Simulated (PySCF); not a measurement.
**Deuteron quadrupole couplings in `C#C/C(F)=C\CF`**

C₅H₄F₂.
SMILES with atom numbers: `[CH:1]#[C:2]/[C:3]([F:4])=[CH:5]\[CH2:6][F:7]` (hydrogens: H8 on C1; H9 on C5; H10, H11 on C6)

Structure used (GFN2-xTB), in Å, numbered top down from 1:
```
atom  x, y, z in Å
C1     2.2096    1.1002   -0.7338
C2     1.4884    0.2152   -0.3617
C3     0.6963   -0.8627    0.0975
F4     1.3926   -1.9875    0.3722
C5    -0.6259   -0.8574    0.2525
C6    -1.4869    0.3221   -0.0470
F7    -2.3550    0.5569    0.9938
H8     2.8204    1.8877   -1.0626
H9    -1.1233   -1.7412    0.6225
H10   -0.8975    1.2335   -0.1896
H11   -2.1133    0.1359   -0.9298
```

Level: PBE0/pcSseg-1 (PySCF, non-relativistic); Q(2H) = 0.00286 b; rigid geometry, the same for H and D, with no vibrational averaging.

Question: Rank these positions by the coupling χzz of a deuteron there, largest first.
A. H9 (vinylic hydrogen)
B. H11 (methylene hydrogen)
C. H8 (alkyne hydrogen)

Answer: C (264 kHz), A (220 kHz), B (189 kHz).

Q: Tabulate Vzz, the asymmetry η and χzz = 234.96 MHz × Q × Vzz for every hydrogen position.

A: 
```csv
atom,bonded to,bond length (Å),Vzz (au),η,χzz (kHz)
H8,C1,1.049,0.3925,0.01,264
H9,C5,1.080,0.3267,0.07,220
H10,C6,1.095,0.2833,0.07,190
H11,C6,1.098,0.2813,0.06,189
```

Q: A static deuteron (I = 1) shows a doublet split by (3/2)χ, (3/4)χ(1 + η) and (3/4)χ(1 − η) with the field along z, y and x of the gradient. What are these for H9?

A: With |χ| = 219.5 kHz and η = 0.068: 329, 176 and 153 kHz, to first order and without motion.

Geometry: GFN2-xTB, one conformer, isolated molecule. GFN2-xTB bond lengths can be off by several hundredths of an ångström, more for odd bonds, and the gradients follow them. With so small a basis the couplings can be 20 % off.
